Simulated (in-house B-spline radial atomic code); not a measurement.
Values are calculated unless marked as measured or tabulated.
Two electrons in Si: a parabolic dot with ħω = 13.6 meV in all three directions with a doubly ionised double donor at its centre

For Si the NSM archive of the Ioffe Institute lists m_l = 0.98 m0, m_t = 0.19 m0 and ε = 11.7; the model takes one isotropic valley with the conductivity mass 3/(1/m_l + 2/m_t) = 0.26 m0, and so misses anisotropy and the other valleys. All triplets below are those of one valley; with several valleys two electrons can form a triplet in the 1s orbital itself, at an energy set by the valley splitting. Real donors also feel a central-cell potential, which shifts the ground state; some double donors stay shallow and helium-like, others are deep centres that this model can't describe.

Effective-mass model with parabolic bands, a uniform dielectric constant, no image charges, no central-cell or spin-orbit terms. Two-electron levels come from full CI in B-splines with partial waves to l = 5 (up to 0.001 effective hartree above the limit).

Task: What are the effective units, and what is the potential in them?

Result: Ha* = 27211.386 meV × 0.26/11.7² = 51.68 meV and a* = 0.0529177 nm × 11.7/0.26 = 2.381 nm. The frequency is ω = 0.263 Ha*, with −2/r added.

In these units the lowest s and p orbitals lie at -1.9746 and -0.3130, and their Coulomb and exchange integrals are J_ss = 1.2693, J_sp = 0.5930 and K_sp = 0.05404. Full CI gives -2.8257 for the ground singlet, -1.7899 for the sp triplet, -1.7361 for the sp singlet and -1.7783 for the lowest triplet of two s orbitals.

Task: What does it cost to add the second electron, to first order and exactly?

Result: To first order E = 2ε_s + J_ss = -2.6799, so the charging energy E(2) − 2E(1) is J_ss = 65.6 meV. CI gives -2.8257 − 2 × (-1.9746) = 1.1236, or 58.07 meV: relaxation and correlation lower it by 7.532 meV, 11.5 % of J_ss. The s² configuration of one-electron orbitals holds 93.9 % of the state, and the mean radius is 2.12 nm.

Task: How far above the singlet do the triplets lie?

Result: To first order the sp triplet lies at ε_s + ε_p + J_sp − K_sp = -1.7487, which is 48.13 meV above 2ε_s + J_ss. CI gives -1.7899 − (-2.8257) = 1.0357, or 53.53 meV, 62 % of the orbital spacing of 85.88 meV. The ss triplet lies 54.13 meV up, so the lower of the two is the sp one, and its gap equals k_BT at 621 K. The sp singlet-triplet splitting is 2.785 meV, against 2K_sp = 5.586 meV.
